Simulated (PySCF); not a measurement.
## From a log to its input

A PySCF 2.14 run on the atoms Na 0 0 0; As 0 0 2.475 (angstrom) printed this (some set-up lines and the per-cycle HOMO/LUMO lines with their warnings removed):

```
PySCF version 2.14.0


nuclear repulsion = 77.6126576016
number of shells = 6
number of NR pGTOs = 107
number of NR cGTOs = 47
basis = x2c-svpall
ecp = {}

******** <class 'pyscf.solvent._attach_solvent.PCMDFsfX2C1eUHF'> ********
method = PCMDFsfX2C1eUHF
initial guess = minao
damping factor = 0
level_shift factor = 0
DIIS = <class 'pyscf.scf.diis.CDIIS'>
SCF conv_tol = 1e-09
SCF max_cycles = 50
number electrons alpha = 23  beta = 21

******** <class 'pyscf.x2c.sfx2c1e.SpinFreeX2CHelper'> ********
approx = 1e
xuncontract = 1
******** <class 'pyscf.solvent.pcm.PCM'> (In testing) ********

WARN: PCM is an experimental feature. It is still in testing.
Features and APIs may be changed in the future.

lebedev_order = 29 (302 grids per sphere)
eps = 20.5
frozen = False
******** <class 'pyscf.df.df.DF'> ********
auxbasis = def2-universal-jkfit
PCM E_diel = -0.000462394238258095
Solvent Energy = -0.000462394238258095
init E= -2420.37362044683

PCM E_diel = -0.0166719775447857
Solvent Energy = -0.0166719775447857
cycle= 1 E= -2420.63989155299  delta_E= -0.266  |g|= 0.0809  |ddm|= 0.982
PCM E_diel = -0.0207808297723961
Solvent Energy = -0.0207808297723961
cycle= 2 E= -2420.64840959203  delta_E= -0.00852  |g|= 0.0275  |ddm|= 0.204
PCM E_diel = -0.0239296732505705
Solvent Energy = -0.0239296732505705
cycle= 3 E= -2420.65006382072  delta_E= -0.00165  |g|= 0.00838  |ddm|= 0.108
PCM E_diel = -0.0248577051966298
Solvent Energy = -0.0248577051966298
cycle= 4 E= -2420.65019702777  delta_E= -0.000133  |g|= 0.00336  |ddm|= 0.025
PCM E_diel = -0.0254909049855709
Solvent Energy = -0.0254909049855709
cycle= 5 E= -2420.65023447257  delta_E= -3.74e-05  |g|= 0.00104  |ddm|= 0.0186
PCM E_diel = -0.0257276848773733
Solvent Energy = -0.0257276848773733
cycle= 6 E= -2420.65023858947  delta_E= -4.12e-06  |g|= 0.000182  |ddm|= 0.00757
PCM E_diel = -0.0257516305447362
Solvent Energy = -0.0257516305447362
cycle= 7 E= -2420.65023870161  delta_E= -1.12e-07  |g|= 5.53e-05  |ddm|= 0.00118
PCM E_diel = -0.0257553333562915
Solvent Energy = -0.0257553333562915
cycle= 8 E= -2420.65023871124  delta_E= -9.63e-09  |g|= 2.15e-05  |ddm|= 0.000315
PCM E_diel = -0.0257561313099444
Solvent Energy = -0.0257561313099444
cycle= 9 E= -2420.65023871316  delta_E= -1.92e-09  |g|= 7.88e-06  |ddm|= 0.000126
PCM E_diel = -0.0257568142988606
Solvent Energy = -0.0257568142988606
cycle= 10 E= -2420.65023871352  delta_E= -3.65e-10  |g|= 2.71e-06  |ddm|= 6.17e-05
PCM E_diel = -0.025756855935085
Solvent Energy = -0.025756855935085
Extra cycle  E= -2420.65023871355  delta_E= -2.64e-11  |g|= 1.84e-06  |ddm|= 1.06e-05
converged SCF energy = -2420.65023871355  <S^2> = 2.0094331  2S+1 = 3.0062822
**** SCF Summaries ****
Total Energy =                       -2420.650238713550152
Nuclear Repulsion Energy =              77.612657601600006
One-electron Energy =                -3532.595380400546219
Two-electron Energy =                 1034.358240941331132
Two-electron Coulomb Energy =         1131.236390457716425
DFT Exchange-Correlation Energy =      -96.878149516385292
**** MO energy ****
                             alpha | beta                alpha | beta
[12 lines left out]
MO #13  energy= -1.99933112041952  | -1.99083761366141  occ= 1 | 1
MO #14  energy= -1.98958453352166  | -1.98544025251848  occ= 1 | 1
MO #15  energy= -1.9895845335143   | -1.98544025251122  occ= 1 | 1
MO #16  energy= -1.98652655466595  | -1.98403133562577  occ= 1 | 1
MO #17  energy= -1.51509476535056  | -1.51496582941954  occ= 1 | 1
MO #18  energy= -1.51474622078203  | -1.514346966644    occ= 1 | 1
MO #19  energy= -1.51474622075974  | -1.51434696662147  occ= 1 | 1
MO #20  energy= -0.742745705326854 | -0.579725245000882 occ= 1 | 1
MO #21  energy= -0.312982633919445 | -0.245053669922485 occ= 1 | 1
MO #22  energy= -0.31298263391273  | 0.0322131859762766 occ= 1 | 0
MO #23  energy= -0.281904643363956 | 0.0595883337876792 occ= 1 | 0
MO #24  energy= 0.0296931623228178 | 0.0595883337975818 occ= 0 | 0
MO #25  energy= 0.107211674749333  | 0.127179236266975  occ= 0 | 0
MO #26  energy= 0.10721167476132   | 0.136891239078387  occ= 0 | 0
[21 lines left out]

To work with the spin densities directly, `use mulliken_meta_spin()` only printing them here.

 ** Mulliken spin pop alpha/beta on meta-lowdin orthogonal AOs **
 ** Mulliken Spin Density (per AO)  **
 ** Mulliken Spin Density (per atom)  **
spin density of  0 Na =     -0.01775
spin density of  1 As =      2.01775
 ** Mulliken pop alpha/beta on meta-lowdin orthogonal AOs **
 ** Mulliken pop       alpha | beta **
pop of  0 Na 1s        1.00000 | 1.00000
pop of  0 Na 2s        0.99994 | 0.99995
pop of  0 Na 3s        0.09991 | 0.12562
pop of  0 Na 4s        0.00061 | 0.00155
pop of  0 Na 2px       0.99999 | 0.99999
pop of  0 Na 2py       0.99999 | 0.99999
pop of  0 Na 2pz       0.99989 | 0.99988
pop of  0 Na 3px       0.00413 | 0.00000
pop of  0 Na 3py       0.00413 | 0.00000
pop of  0 Na 3pz       0.00055 | 0.00058
pop of  0 Na 3dxy      0.00000 | 0.00000
pop of  0 Na 3dyz      0.00038 | 0.00000
[35 lines left out]
In total            23.00000 | 21.00000
 ** Mulliken atomic charges   ( Nelec_alpha | Nelec_beta ) **
charge of  0Na =      0.76218  (     5.11003      5.12779 )
charge of  1As =     -0.76218  (    17.88997     15.87221 )
Dipole moment(X, Y, Z, Debye):  0.00000, -0.00000, -9.76644
orbital energies (hartree): [array([-0.313 , -0.313 , -0.2819,  0.0297,  0.1072,  0.1072]), array([-1.5143, -0.5797, -0.2451,  0.0322,  0.0596,  0.0596])]
```

Write the input that gave this log.

The input was:

```python
from pyscf import gto, scf, solvent

mol = gto.M(
    atom='Na 0 0 0; As 0 0 2.475',
    basis='x2c-svpall',
    charge=0,
    spin=2,
    verbose=4,
)
mf = scf.UHF(mol)
mf = mf.sfx2c1e()
mf = mf.density_fit(auxbasis='def2-universal-jkfit')
mf = solvent.PCM(mf)
mf.with_solvent.eps = 20.5
mf.kernel()
mf.analyze()
print('orbital energies (hartree):', [e[max(0, n-3):n+3].round(4) for e, n in zip(mf.mo_energy, mol.nelec)])
```

The bond length is a typed value, not an optimised one. No search for the lowest solution was made.
